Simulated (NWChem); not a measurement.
Molecule: CH2ClF; SMILES ClCF

All runs: NWChem. All runs use the structure optimised with PBE0/def2-SVP. Level: B3LYP/def2-SVP with COSMO at NWChem's default radii, gas-phase geometry; rows give the dielectric constant.

For dielectric constant 1.5:

```
Item                                       Value
-----------------------------------------  -----
electrostatic solvation energy (kcal/mol)   -0.9
dipole in solution (D)                      1.86
```

Problem. Estimate the same quantities for dielectric constant 78.4.

Solution. 
| Property | Value |
|---|---|
| electrostatic solvation energy (kcal/mol) | -3.1 |
| dipole in solution (D) | 2.15 |
